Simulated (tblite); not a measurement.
Parent: `[CH2:1]=[CH:2][P:3]([CH3:4])[CH2:5][CH3:6]` with C1–C2–P3–C4 -135°, C2–P3–C5–C6 -74°, C5H11P.

Structures optimised with GFN2-xTB, isolated species. One conformer each, not checked by frequencies here.

```tsv
coordinate of the parent	value
C1=C2	1.322 Å
C2–P3	1.827 Å
P3–C4	1.855 Å
P3–C5	1.868 Å
C5–C6	1.522 Å
C1–C2–P3	122.7°
C2–P3–C4	97.1°
C2–P3–C5	96.8°
C4–P3–C5	97.1°
P3–C5–C6	111.3°
```

Problem. How does the shared frame change in `[CH2:1]=[CH:2][P@:3]([CH3:4])(=[O:5])[CH2:6][CH3:7]` with C1–C2–P3–C4 126°, C2–P3–C6–C7 180°, C5H11OP? Atoms pair as C1 = C1, C2 = C2, P3 = P3, C4 = C4, C5 = C6, C6 = C7 (parent first).

Solution. 
| parent | relative | value in the relative | change |
| --- | --- | --- | --- |
| C1=C2 | C1=C2 | 1.321 Å | -0.001 |
| C2–P3 | C2–P3 | 1.816 Å | -0.011 |
| P3–C4 | P3–C4 | 1.836 Å | -0.019 |
| P3–C5 | P3–C6 | 1.846 Å | -0.022 |
| C5–C6 | C6–C7 | 1.520 Å | -0.002 |
| C1–C2–P3 | C1–C2–P3 | 118.8° | -3.9 |
| C2–P3–C4 | C2–P3–C4 | 104.5° | +7.4 |
| C2–P3–C5 | C2–P3–C6 | 103.9° | +7.1 |
| C4–P3–C5 | C4–P3–C6 | 106.1° | +9.0 |
| P3–C5–C6 | P3–C6–C7 | 109.6° | -1.7 |

Of the parent's bonds, P3–C5 changes most (-0.022 Å). Bonds of the relative outside the shared frame: P3=O5 1.467 Å. Point group C1 → C1.

The numbers are calculated, not measured.
